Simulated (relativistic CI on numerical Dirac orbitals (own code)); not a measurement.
# Sensitivity of the levels of Tl¹⁹⁺ to α and to the nuclear radius

Method of calculation: Dirac-Coulomb-Breit CI, KLI orbitals optimised for each configuration, derivatives by finite differences, unscaled Slater integrals, QED left out (own radial code, finite nucleus).

CI space (outside the closed core [Kr] 4d10): 4f14.5s2, 4f14.5s.5p, 4f13.5s2.5p, 4f14.5s.5d, 4f14.5p2, 4f13.5p3, 4f14.5d2, 4f13.5p.5d2. Double excitations out of closed p, d and f shells are left out; levels of such configurations are missing from the list, as are those of other unlisted configurations, and high levels can miss mixing partners.

With x = (α/α₀)² − 1 an excitation energy changes as ω = ω₀ + qx; K = 2q/ω₀ is the relative enhancement. Terms are leading LS components, so labels can repeat. The field-shift factor is F = δν/δ⟨r²⟩ for the transition from the lowest level.

Lowest level 4f14.5s2 1S_0.

```
           Level  ω₀ (cm⁻¹)  q (cm⁻¹)       K  F (GHz/fm²)
4f14.5s.5p 3P°_0     324215     59810   0.369         -818
4f14.5s.5p 3P°_1     352080     72630   0.413         -823
4f13.5s2.5p 3D_3     526401   -470200   -1.79          135
4f13.5s2.5p 3G_4     530219   -470300   -1.77          135
4f14.5s.5p 3P°_2     554655    358100    1.29         -890
4f13.5s2.5p 3G_3     563537   -437800   -1.55          138
4f13.5s2.5p 3F_2     571912   -434100   -1.52          137
4f14.5s.5p 1P°_1     633019    345500    1.09         -875
   4f14.5p2 3P_0     749489    138000   0.368        -1660
4f13.5s2.5p 3G_5     754134   -171000  -0.453         61.2
4f13.5s2.5p 3D_2     757563   -168700  -0.445         60.8
4f13.5s2.5p 1F_3     765521   -171600  -0.448         61.4
4f13.5s2.5p 3F_4     773468   -170000   -0.44         61.2
```

At this charge transitions that keep the count of f electrons are usually good to a few per cent. Levels that differ in their count of f electrons can be misplaced by several ten thousand cm⁻¹, since the correlation energy of f electrons is missing or only estimated; rates across such gaps can be off by orders of magnitude.
